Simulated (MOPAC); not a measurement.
MOPAC input (PM6):

```
PM6 1SCF UHF MS=0.5 GEO-OK AUX(PRECISION=9) THREADS=1
C2H8GeN

C     2.98277000 1   -0.09216400 1    0.02749200 1
C     1.56114000 1    0.16464400 1   -0.45672700 1
N     0.57445100 1   -0.25193200 1    0.49685100 1
Ge   -1.21912500 1    0.02211200 1    0.03097000 1
H     3.13133800 1   -1.15492200 1    0.22231000 1
H     3.17068900 1    0.44964900 1    0.95531200 1
H     3.71344000 1    0.23088200 1   -0.71751400 1
H     1.42779800 1    1.23211600 1   -0.70160800 1
H     1.39060100 1   -0.35204900 1   -1.41771200 1
H    -1.95168800 1    0.48691200 1    1.29805400 1
H    -1.37802900 1    1.06535100 1   -1.09997300 1
H    -1.77676500 1   -1.33688000 1   -0.43245900 1
```

From the output:

```
                                                       MOPAC v23.2.5 Linux

          FINAL HEAT OF FORMATION =         44.79284 KCAL/MOL =     187.41324 KJ/MOL

          COSMO AREA              =        130.77 SQUARE ANGSTROMS
          COSMO VOLUME            =        119.01 CUBIC ANGSTROMS

          IONIZATION POTENTIAL    =          8.980560 EV
          ALPHA SOMO LUMO (EV)    =        -10.032  0.478
          BETA  SOMO LUMO (EV)    =         -8.981  0.471
          NO. OF ALPHA ELECTRONS  =         13
          NO. OF BETA  ELECTRONS  =         12
          MOLECULAR WEIGHT        =        118.6819         POINT GROUP:  C1

          MOLECULAR DIMENSIONS (Angstroms)

            Atom       Atom       Distance
            H    10    H     7     6.01845
            H     6    H    12     3.55689
            H     5    H    11     3.23676

          SCF CALCULATIONS        =          1

   ATOM   CHEMICAL          X               Y               Z
  NUMBER   SYMBOL      (ANGSTROMS)     (ANGSTROMS)     (ANGSTROMS)

     1       C          2.98277000  *  -0.09216400  *   0.02749200  *
     2       C          1.56114000  *   0.16464400  *  -0.45672700  *
     3       N          0.57445100  *  -0.25193200  *   0.49685100  *
     4      Ge         -1.21912500  *   0.02211200  *   0.03097000  *
     5       H          3.13133800  *  -1.15492200  *   0.22231000  *
     6       H          3.17068900  *   0.44964900  *   0.95531200  *
     7       H          3.71344000  *   0.23088200  *  -0.71751400  *
     8       H          1.42779800  *   1.23211600  *  -0.70160800  *
     9       H          1.39060100  *  -0.35204900  *  -1.41771200  *
    10       H         -1.95168800  *   0.48691200  *   1.29805400  *
    11       H         -1.37802900  *   1.06535100  *  -1.09997300  *
    12       H         -1.77676500  *  -1.33688000  *  -0.43245900  *

                             CARTESIAN COORDINATES

   1    C        2.982770000    -0.092164000     0.027492000
   2    C        1.561140000     0.164644000    -0.456727000
   3    N        0.574451000    -0.251932000     0.496851000
   4   Ge       -1.219125000     0.022112000     0.030970000
   5    H        3.131338000    -1.154922000     0.222310000
   6    H        3.170689000     0.449649000     0.955312000
   7    H        3.713440000     0.230882000    -0.717514000
   8    H        1.427798000     1.232116000    -0.701608000
   9    H        1.390601000    -0.352049000    -1.417712000
  10    H       -1.951688000     0.486912000     1.298054000
  11    H       -1.378029000     1.065351000    -1.099973000
  12    H       -1.776765000    -1.336880000    -0.432459000

           Empirical Formula: C2 H8 N Ge  =    12 atoms

      MOLECULAR POINT GROUP   :   C1

          ALPHA EIGENVALUES
 -29.66851 -25.37680 -20.82869 -18.95951 -16.10861 -15.21901 -13.85027 -13.18109
 -12.85067 -11.96696 -11.77553 -10.32885 -10.03244   0.47781   2.32543   2.42796
   3.04268   4.02247   4.62272   5.15993   5.74842   5.96102   6.09454   6.92605

           BETA EIGENVALUES
 -28.74732 -24.58703 -20.26786 -18.61972 -15.51728 -14.90125 -13.60484 -12.69016
 -12.54438 -11.79313 -11.66067  -8.98056   0.47109   1.21343   2.36286   2.71890
   3.17443   4.14611   5.09951   5.34008   5.86042   5.97815   6.11023   6.92750

              NET ATOMIC CHARGES AND DIPOLE CONTRIBUTIONS

  ATOM NO.   TYPE          CHARGE      No. of ELECS.   s-Pop       p-Pop
    1          C          -0.454462        4.4545     1.08164     3.37282
    2          C          -0.129841        4.1298     1.07323     3.05661
    3          N          -0.337753        5.3378     1.78621     3.55154
    4         Ge          -0.102244        4.1022     1.20098     2.90126
    5          H           0.161702        0.8383     0.83830
    6          H           0.161565        0.8384     0.83844
    7          H           0.144204        0.8558     0.85580
    8          H           0.137902        0.8621     0.86210
    9          H           0.139714        0.8603     0.86029
   10          H           0.110092        0.8899     0.88991
   11          H           0.066613        0.9334     0.93339
   12          H           0.102509        0.8975     0.89749
 DIPOLE           X         Y         Z       TOTAL
 POINT-CHG.    -0.822     0.628    -1.474     1.801
 HYBRID         0.092     0.317    -0.667     0.744
 SUM           -0.730     0.945    -2.141     2.452

          ATOMIC ORBITAL ELECTRON POPULATIONS

     Atom    s        px        py        pz
    1  C   1.08164   1.02659   1.18412   1.16212
    2  C   1.07323   0.95163   1.09954   1.00544
    3  N   1.78621   1.10453   1.12682   1.32020
    4 Ge   1.20098   0.83976   1.03620   1.02529
    5  H   0.83830
    6  H   0.83844
    7  H   0.85580
    8  H   0.86210
    9  H   0.86029
   10  H   0.88991
   11  H   0.93339
   12  H   0.89749

                    (SZ)    =    0.500000
                    (S**2)  =    0.767545

          ATOMIC ORBITAL SPIN POPULATIONS

    Atom   Total    s     px     py     pz
         Atomic
    1  C  0.0059  0.001  0.004  0.000  0.001
    2  C -0.0841 -0.011 -0.024 -0.015 -0.033
    3  N  1.0708  0.020  0.084  0.749  0.218
    4 Ge -0.1398 -0.016 -0.088 -0.022 -0.013
    5  H -0.0005 -0.000
    6  H -0.0005 -0.000
    7  H -0.0016 -0.002
    8  H  0.0427  0.043
    9  H  0.0459  0.046
   10  H  0.0193  0.019
   11  H  0.0017  0.002
   12  H  0.0401  0.040

 **********************
 *                    *
 * JOB ENDED NORMALLY *
 *                    *
 **********************

 == MOPAC DONE ==
```

The geometry given is a B3LYP-D3(BJ)/def2-TZVP minimum.
